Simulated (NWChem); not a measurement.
# GeCl₂, singlet; SMILES [Cl][Ge][Cl]

Program: NWChem. Low-valent species are run as closed-shell singlets; no triplet was tried in these runs. Structure relaxed at the PBE-D3(BJ)/def2-SVP level. Total energies compare along this basis series because the functional is fixed.

```tsv
level	basis functions	energy (Ha)	highest occupied level (eV)	orbital gap (eV)	dipole (D)
PBE/3-21G	48	-2982.2891	-7.17	3.08	2.69
PBE/pcseg-1	63	-2996.5511	-7.21	3.15	2.16
PBE/aug-pcseg-1	90	-2996.5548	-7.20	3.16	2.02
PBE/pcseg-2	111	-2996.9023	-7.10	3.17	2.13
PBE/def2-TZVPP	132	-2996.8366	-7.06	3.17	2.02
PBE/def2-QZVP	215	-2996.9129	-7.12	3.18	2.01
```
